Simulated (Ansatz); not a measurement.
Geometry optimisation, RKS LDA/def2-SVPD (Ansatz).

input.yaml

```yaml
crystal:
  periodic: [false, false, false]
  atoms:
    - { symbol: Al, position_ang: [0.018964, 0.194064, 0.166008] }
    - { symbol: C, position_ang: [0.016615, 0.180263, 2.134168] }
    - { symbol: H, position_ang: [-0.955656, -0.129278, 2.578024] }
    - { symbol: H, position_ang: [0.841442, -0.430935, 2.568319] }
    - { symbol: H, position_ang: [0.201157, 1.215881, 2.504043] }
    - { symbol: H, position_ang: [1.411352, 0.144201, -0.617721] }
    - { symbol: H, position_ang: [-1.357725, 0.346318, -0.626872] }
    - { symbol: Br, position_ang: [-0.411132, -3.267435, 1.059011] }
    - { symbol: H, position_ang: [-0.289216, -2.10178, 2.010519] }
basis:
  gaussian: { orbitals: def2-SVPD }
hamiltonian:
  xc: lda
relax:
  f_tol: 0.03
  max_steps: 50
```

Run as:

```bash
$ ansatz run input.yaml --threads 4 --pin off --max-ram 5120MiB --backend cpu --events-out ev --progress --plain --runs-dir out
```

**Question.** Where does it end, and by what steps?

**Answer.** The run converged. After 19 steps the energy has fallen by 1.799 eV; Br8 moved furthest, 1.15 Å. Parted: Al1–C2 (1.97 → 2.56 Å), Br8–H9 (1.51 → 2.72 Å). Joined: Al1–Br8 (3.60 → 2.28 Å), C2–H9 (2.31 → 1.12 Å).

| step | energy less start (eV) | largest force component (eV/Å) | accepted |
| --- | --- | --- | --- |
| 0 | 0.0000 | 1.139 | yes |
| 1 | -0.1119 | 0.230 | yes |
| 2 | -0.1856 | 0.314 | yes |
| 3 | -0.2400 | 0.093 | yes |
| 4 | -0.2252 | 0.673 | no |
| 5 | -0.2491 | 0.123 | yes |
| 6 | -0.2583 | 0.169 | yes |
| 7 | -0.2798 | 0.277 | yes |
| 8 | -0.3254 | 0.625 | yes |
| 9 | -0.5336 | 1.215 | yes |
| 10 | -1.0034 | 1.484 | yes |
| 11 | -1.5467 | 1.287 | yes |
| 12 | -1.5969 | 2.544 | yes |
| 13 | -1.7560 | 0.539 | yes |
| 14 | -1.7672 | 0.248 | yes |
| 15 | -1.7877 | 0.222 | yes |
| 16 | -1.7895 | 0.205 | yes |
| 17 | -1.7983 | 0.062 | yes |
| 18 | -1.7986 | 0.056 | yes |
| 19 | -1.7988 | 0.009 | yes |

```xyz
9
Properties=species:S:1:pos:R:3
Al -0.075 -0.618 -0.046
C -0.016 -0.094 2.463
H -0.879 0.068 3.135
H 0.941 -0.089 3.014
H -0.002 0.745 1.733
H 1.426 -0.132 -0.232
H -1.372 0.268 -0.296
Br -0.403 -2.878 -0.025
H -0.144 -1.119 2.029
```

Run time: 20 s on 4 threads of Arm Neoverse V1 (shared host), peak memory 0.18 GiB.
